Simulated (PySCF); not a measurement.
GeH4SSi, neutral, multiplicity 1. Atoms are numbered in the order given.

```xyz
7

Ge    -0.8279    -0.1928     0.0000
S      0.9800    -1.4914     0.0000
H      0.3358    -2.6858     0.0000
Si     0.5711     1.8414     0.0000
H      2.0507     1.6112     0.0000
H      0.2163     2.6629    -1.2040
H      0.2163     2.6629     1.2040
```
Charge 0, spin multiplicity 1.

Coordinates come from a r2SCAN-D4/def2-SVP optimisation. Other conformers were not sampled.

Method: PBE0/pcSseg-1 in PySCF.

GIAO shieldings, no solvent; atoms alike by connectivity are averaged. δ = σ(ref) − σ: ⁷³Ge against GeH4 (σ = 1658.3 ppm); ³³S against H2S (σ = 716.7 ppm); ¹H against TMS (σ = 31.56 ppm); ²⁹Si against TMS (σ = 352.7 ppm), references at their B3LYP-D3(BJ)/def2-TZVP geometries, non-relativistic.

```
atoms       nucleus  count  δ (ppm)
----------  -------  -----  -------
Ge1            ⁷³Ge      1   1811.3
S2              ³³S      1    582.4
H3               ¹H      1        ?
H5, H6, H7       ¹H      3     4.38
Si4            ²⁹Si      1        ?
```

Problem. What belongs in the gaps? (Estimate from the structure and the level; the computed values follow.)

Solution. 
- H3, δ (ppm): 7.98
- Si4, δ (ppm): -75.2
